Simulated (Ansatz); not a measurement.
`[NH2][SbH][SiH3]` and `[NH2][SbH][SH]` differ in one atom or group.

Ansatz, PBE0-D4/def2-TZVP geometries, multiplicity 1. Each molecule was computed in one conformer, which needn't be the lowest.

Elements past krypton have def2 core potentials.

| property | `[NH2][SbH][SiH3]` |
| --- | --- |
| size of the dipole moment (PBE/def2-TZVPP) / D | 0.90 |
| HOMO energy (PBE0/def2-TZVPP) / eV | -6.90 |
| HOMO energy (B3LYP/def2-TZVPP) / eV | -6.70 |
| LUMO energy (B3LYP/def2-TZVPP) / eV | -1.13 |
| HOMO energy (PBE/def2-TZVPP) / eV | -5.78 |
| zero-point energy (PBE0-D4/def2-TZVP) / kJ/mol | 149.7 |

What does the change do to each property? (Best estimate.)

Computed: 
| property | `[NH2][SbH][SH]` | shift |
| --- | --- | --- |
| size of the dipole moment (PBE/def2-TZVPP) / D | 2.17 | 1.27 |
| HOMO energy (PBE0/def2-TZVPP) / eV | -7.05 | -0.15 |
| HOMO energy (B3LYP/def2-TZVPP) / eV | -6.82 | -0.12 |
| LUMO energy (B3LYP/def2-TZVPP) / eV | -1.05 | 0.08 |
| HOMO energy (PBE/def2-TZVPP) / eV | -5.90 | -0.12 |
| zero-point energy (PBE0-D4/def2-TZVP) / kJ/mol | 109.2 | -40.5 |

With PBE0 the HOMO falls by 0.15 eV and the LUMO rises by 0.08 eV, so the gap widens by about 0.23 eV. PBE moves the HOMO by -0.12 eV and ωB97M-V by -0.25 eV. The zero-point energy changes by -40.5 kJ/mol with -6 modes. Dipoles are sizes alone; their direction can turn.

B3LYP here is the variant with VWN-RPA as its local correlation; programs differ in this.

Spin–orbit coupling is left out; it splits and shifts lone-pair levels of the heavy atoms by tenths of an eV.
